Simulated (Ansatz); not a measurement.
Harmonic frequencies (cm⁻¹) at PBE0-D4/def2-TZVP from Ansatz: 59, 221, 245, 303, 352, 392, 495, 542, 784, 929, 933, 951, 995, 1147, 1173, 1200, 1363, 1370, 1405, 1410, 1425, 1472, 1476, 1485, 1500, 2574, 3042, 3054, 3058, 3133, 3139, 3139, 3141.

Each molecule was computed in one conformer, which needn't be the lowest.

**Question.** Which molecule is it?
A. `C[C](C)C`•
B. `[BH]OC(C)C`•
C. `C[O][Ge]([CH3])[Cl]`•
D. `[SiH2]N[SiH3]`•

**Answer.** B.
